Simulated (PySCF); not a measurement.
An element was calculated at UHF (PySCF 2.14, spin-free X2C, a quadruple-zeta basis, no spin-orbit coupling), in the ground configurations that NIST lists.

* electron affinity: 0.074 eV
* first ionisation energy: 5.218 eV
* second ionisation energy: 17.016 eV
* third ionisation energy: 26.627 eV
* polarisability of the atom: 74.4 bohr³

Question: Which element is it?

Answer: Indium (In, Z = 49), in aug-cc-pVQZ-DK3. NIST lists 5.786, 18.870, 28.044 eV for these ionisation energies.
